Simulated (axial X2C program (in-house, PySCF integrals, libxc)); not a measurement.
# Nuclear properties of RbCl

Computed with an in-house all-electron X2C program for linear molecules (integrals from PySCF): two-component X2C with atomic mean-field Coulomb and Gaunt terms, Gaussian nuclei, basis Rb dyall-cv3z, Cl dyall-av3z with contracted cores.

R = 2.787 Å (near the PBE0 minimum at charge 0 of the determinant lowest at the starting distance; the state shown can have its own minimum elsewhere).

Determinant lowest in the PBE0 search, Ω = 0 (closed shell), highest spinor 95% Cl p, 3% Rb d:

| level | qzz Rb (a.u.) | qzz Cl (a.u.) | μ (D) |
| --- | --- | --- | --- |
| PBE0 | -0.78 | 0.03 | -10.25 |
| HF | -0.87 | -0.14 | -10.79 |
| BHandHLYP | -0.85 | -0.04 | -10.47 |
| BP86 | -0.76 | 0.06 | -9.99 |
| PBE50 | -0.79 | 0.00 | -10.47 |

qzz is the electric field gradient, eQq0 = 234.96 MHz × Q/barn × qzz; μ is positive if the Cl end (last atom) is positive. The operators were transformed with the bare-nucleus X2C matrices; with these basis sets, hyperfine constants and field gradients can be off by tens of per cent, and where levels differ in sign neither size nor sign is settled.

With Q(85Rb) = 0.276 barn (Q from Pyykkö, Mol. Phys. 2018), turn the PBE0 values of the first state into constants in MHz.

eQq0(85Rb) = 234.96 × (0.276) × (-0.78) = -50.6 MHz.

Each state is one determinant with collinear spin. The search compared states at one distance, so a state with another bond length can lie lower. Where a field gradient or hyperfine factor spreads by more than a factor of two over the levels, a constant derived from it is not to be relied on.
